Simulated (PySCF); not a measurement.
BGeH3NO, BGeH4NSi, AlGeH8NSi, B2GeH5O and others (calculated)

Calculation on a computer-drawn molecule: the log of a Hartree-Fock and frozen-core CCSD(T) single point meant for a local Hartree-Fock minimum, with one planted fault or none, to be diagnosed. Offsets are logged minus clean, where the clean run is the same molecule without the fault. The reference is restricted for singlets and unrestricted otherwise, and also for a bond in bohr or an excited solution. Adding or removing an electron swaps singlet and doublet. The excited solution moves the top pair (singlet) or top alpha electron (doublet) to the lowest empty orbital. Highest occupied and lowest empty are orbital energies over both spins, largest force is the largest gradient component, triples share is (T) over the correlation energy, the T1 limit is 0.02 restricted and 0.045 unrestricted, electrons count all cores, a negative frequency is imaginary (commonest isotopes), and the dipole is about the centre of nuclear charge; on germanium a core potential holds 10 electrons, which the energies leave out, and 3d is frozen in MP2 and coupled-cluster steps. Program: PySCF 2.14.0.

Common to all runs: logged SCF converged yes; possible faults no fault, one electron removed, one electron added, multiplicity raised by two, geometry at a saddle point, SCF held on an excited solution, minimal basis STO-3G, one bond length entered in bohr, all coordinates scaled.

(1) BGeH3NO

Logged structure:
```xyz
7
BGeH3NO
N     -0.1271    -2.3498     0.1142
B     -0.3567    -1.2458     0.5991
Ge    -0.8146     0.6298     1.2822
O      0.6663     1.2585     2.0523
H      0.0769    -3.2393    -0.2584
H     -1.9702     0.6269     2.2986
H      0.5545     2.0702     2.5263
```

| Property | Result |
| --- | --- |
| meant charge | 0 |
| meant multiplicity | 2 |
| meant basis | cc-pVDZ |
| meant basis and core potential on germanium | cc-pVDZ-PP ECP10MDF |
| logged electrons | 56 |
| logged basis functions | 80 |
| logged spin squared | 0 |
| logged highest occupied | -0.7312 eV |
| logged lowest empty | 8.4062 eV |
| logged largest force | 0.062503 hartree/bohr |
| logged T1 diagnostic | 0.015738 |
| logged D1 diagnostic | 0.042537 |
| logged triples share | 0.030182 |
| logged CC converged | yes |
| logged dipole magnitude | 1.015 debye |
| logged SCF stable within its kind | yes |
| logged energy HF | -449.11929 hartree |
| logged energy CCSD(T) | -449.68988 hartree |
| planted fault | one electron added |
| HF energy offset from clean run | 3.662 kcal/mol |
| CCSD(T) energy offset from clean run | -8.511 kcal/mol |

Drawn bonds:
```
atom  other atom  order
   1           2      2
   2           3      1
   3           4      1
   1           5      1
   3           6      1
   4           7      1
```

(2) BGeH4NSi

Logged structure:
```xyz
8
BGeH4NSi
B     -2.4304     3.3950     1.8415
N     -2.2430     2.2129     1.4793
Si    -2.0974     0.5441     1.1227
Ge    -0.5798     0.8267    -0.8221
H     -2.6056     4.5026     2.1803
H     -1.8417     2.4743    -2.8651
H      0.7136     1.5473    -0.3948
H     -0.1653    -0.4956    -1.4936
```

| Property | Result |
| --- | --- |
| meant charge | 0 |
| meant multiplicity | 1 |
| meant basis | cc-pV(D+d)Z |
| meant basis and core potential on germanium | cc-pVDZ-PP ECP10MDF |
| logged electrons | 62 |
| logged basis functions | 94 |
| logged spin squared | 1.1908 |
| logged highest occupied | -7.8409 eV |
| logged lowest empty | 0.70411 eV |
| logged largest force | 0.010329 hartree/bohr |
| logged T1 diagnostic | 0.050454 |
| logged D1 diagnostic | 0.18234 |
| logged triples share | 0.041574 |
| logged CC converged | yes |
| logged dipole magnitude | 2.5639 debye |
| logged SCF stable within its kind | yes |
| logged energy HF | -663.67819 hartree |
| logged energy CCSD(T) | -664.13729 hartree |
| planted fault | one bond length entered in bohr, row 5 of the drawn bonds |
| HF energy offset from clean run | 55.02 kcal/mol |
| CCSD(T) energy offset from clean run | 67.31 kcal/mol |

Drawn bonds:
```
atom  other atom  order
   1           2      2
   2           3      1
   3           4      1
   1           5      1
   4           6      1
   4           7      1
   4           8      1
```

Notes: T1 above single-reference limit.

(3) AlGeH8NSi

Logged structure:
```xyz
12
AlGeH8NSi
N     -1.7570    -0.1482    -0.2072
Al    -0.3844    -0.0048     0.8904
Ge     1.1541     1.9549     0.6799
Si     3.3739     1.3876    -0.0692
H     -2.4177    -0.9037    -0.2038
H     -2.0060     0.5100    -0.9220
H     -0.1714    -1.1503     1.9580
H      1.3142     2.6700     2.0360
H      0.5974     3.0073    -0.2989
H      4.0022     0.4316     0.8757
H      3.3107     0.7420    -1.4044
H      4.2357     2.5897    -0.1687
```

| Property | Result |
| --- | --- |
| meant charge | 0 |
| meant multiplicity | 1 |
| meant basis | cc-pV(D+d)Z |
| meant basis and core potential on germanium | cc-pVDZ-PP ECP10MDF |
| logged electrons | 74 |
| logged basis functions | 123 |
| logged spin squared | 0 |
| logged highest occupied | -3.5401 eV |
| logged lowest empty | -4.5245 eV |
| logged largest force | 0.05653 hartree/bohr |
| logged CC converged | no |
| logged dipole magnitude | 4.0526 debye |
| logged SCF stable within its kind | no |
| logged energy HF | -882.92347 hartree |
| planted fault | SCF held on an excited solution |
| HF energy offset from clean run | 288.7 kcal/mol |

Drawn bonds:
```
atom  other atom  order
   1           2      1
   2           3      1
   3           4      1
   1           5      1
   1           6      1
   2           7      1
   3           8      1
   3           9      1
   4          10      1
   4          11      1
   4          12      1
```

Notes: CCSD not converged.

(4) B2GeH5O

Logged structure:
```xyz
9
B2GeH5O
B     -0.8754     0.7221     2.4721
Ge    -0.7381     0.4835     0.3690
B     -0.1058    -1.5199    -0.0293
O     -0.7079    -2.2922    -0.9137
H     -0.9489     0.8688     3.6456
H     -2.1387     0.9476    -0.0290
H      0.2955     1.5762     0.0992
H      0.8366    -1.9204     0.5803
H     -1.4553    -1.9736    -1.3994
```

| Item | Value |
| --- | --- |
| meant charge | 1 |
| meant multiplicity | 1 |
| meant basis | cc-pVDZ |
| meant basis and core potential on germanium | cc-pVDZ-PP ECP10MDF |
| logged electrons | 54 |
| logged basis functions | 90 |
| logged spin squared | 0 |
| logged highest occupied | -15.477 eV |
| logged lowest empty | -5.0784 eV |
| logged largest force | 1.143e-05 hartree/bohr |
| logged lowest frequency | 51.048 cm⁻¹ |
| logged T1 diagnostic | 0.020847 |
| logged D1 diagnostic | 0.060147 |
| logged triples share | 0.027318 |
| logged CC converged | yes |
| logged dipole magnitude | 6.0099 debye |
| logged SCF stable within its kind | yes |
| logged energy HF | -420.22956 hartree |
| logged energy CCSD(T) | -420.70762 hartree |
| planted fault | no fault |
| HF energy offset from clean run | 0 kcal/mol |
| CCSD(T) energy offset from clean run | 0 kcal/mol |

Drawn bonds:
```
atom  other atom  order
   1           2      1
   2           3      1
   3           4      1
   1           5      1
   2           6      1
   2           7      1
   3           8      1
   4           9      1
```

Notes: T1 above single-reference limit.

(5) BCl2GeH2

Logged structure:
```xyz
6
BCl2GeH2
Cl    -2.3703     1.4576    -3.4810
B     -1.9840     1.0656    -1.9572
Ge    -1.5078     0.6392     0.1029
Cl    -2.1831     2.4475     0.9952
H     -0.0049     0.4971     0.1371
H     -2.3670    -0.5479     0.4669
```

| Quantity | Value |
| --- | --- |
| meant charge | 1 |
| meant multiplicity | 1 |
| meant basis | cc-pV(D+d)Z |
| meant basis and core potential on germanium | cc-pVDZ-PP ECP10MDF |
| logged electrons | 72 |
| logged basis functions | 93 |
| logged spin squared | 2.0551 |
| logged highest occupied | -12.643 eV |
| logged lowest empty | -8.8117 eV |
| logged largest force | 0.055702 hartree/bohr |
| logged T1 diagnostic | 0.035246 |
| logged D1 diagnostic | 0.19189 |
| logged triples share | 0.03333 |
| logged CC converged | yes |
| logged dipole magnitude | 3.0317 debye |
| logged SCF stable within its kind | yes |
| logged energy HF | -1237.84511 hartree |
| logged energy CCSD(T) | -1238.32961 hartree |
| planted fault | multiplicity raised by two |
| HF energy offset from clean run | 98.08 kcal/mol |
| CCSD(T) energy offset from clean run | 100.4 kcal/mol |

Drawn bonds:
```
atom  other atom  order
   1           2      1
   2           3      1
   3           4      1
   3           5      1
   3           6      1
```

(6) GeH3O2

Logged structure:
```xyz
6
GeH3O2
O     -1.7559    -1.4005     0.6511
Ge    -0.9234    -2.3796    -0.4180
O      1.3158    -0.6499    -2.4427
H     -1.7795    -3.1565    -1.4854
H      0.0001    -3.4882     0.2079
H      1.7351    -1.2253    -3.0602
```

| Item | Value |
| --- | --- |
| meant charge | -1 |
| meant multiplicity | 1 |
| meant basis | aug-cc-pVDZ |
| meant basis and core potential on germanium | aug-cc-pVDZ-PP ECP10MDF |
| logged electrons | 52 |
| logged basis functions | 105 |
| logged spin squared | 0.3514 |
| logged highest occupied | -3.7351 eV |
| logged lowest empty | 3.6198 eV |
| logged largest force | 0.022238 hartree/bohr |
| logged T1 diagnostic | 0.064264 |
| logged D1 diagnostic | 0.29861 |
| logged triples share | 0.039057 |
| logged CC converged | yes |
| logged dipole magnitude | 10.149 debye |
| logged SCF stable within its kind | yes |
| logged energy HF | -444.76899 hartree |
| logged energy CCSD(T) | -445.35972 hartree |
| planted fault | ? |

Drawn bonds:
```
atom  other atom  order
   1           2      1
   2           3      1
   2           4      1
   2           5      1
   3           6      1
```

Notes: T1 above single-reference limit.

Q: GeH3O2 (entry 6): planted fault?
A: one bond length entered in bohr, row 2 of the drawn bonds

Further results for GeH3O2 (entry 6):

| Item | Value |
| --- | --- |
| HF energy offset from clean run | 78.63 kcal/mol |
| CCSD(T) energy offset from clean run | 65.95 kcal/mol |
